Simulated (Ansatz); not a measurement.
Consider the formal exchange of groups at a B–B bond: `B[BH][GeH3]` + `O=C=CO` → `O[BH][GeH3]` + `BC=C=O`.

Isolated molecules relaxed with PBE0-D4/def2-TZVP in Ansatz; ΔE leaves out vibrations. CCSD(T)/CBS adds triple-zeta CCSD(T) − MP2 to the extrapolated MP2 energy (def2 sets, frozen cores). Functionals use def2-TZVPP. For Ge outer-core shells are correlated without core-valence functions, which leaves a few kJ/mol of doubt a bond. Scalar relativity is left out up to krypton. One conformer a species, not always the lowest.

```
           level  ΔE (eV)
          B2PLYP    -3.66
       CAM-B3LYP    -3.59
         LC-ωPBE    -3.52
CCSD(T)/def2-SVP    -3.73
```

Task: What does CCSD(T)/CBS give? (Estimate.)

Result: The calculation gave: -3.61 eV. The listed levels differ from it by -0.05, 0.02, 0.09, -0.12 eV.

Largest T1 diagnostic among the species: 0.017.

From r2SCAN to r2SCAN0 (25 % exact exchange), in def2-TZVPP and without D4, ΔE moves by −0.04 eV. Leaving LDA and LC-ωPBE aside and taking each functional with its dispersion term where it has one, the values, not all of them listed here, spread over 0.23 eV, from PBE-QIDH to revPBE-D4. LDA lies −0.07 eV from PBE without D4.
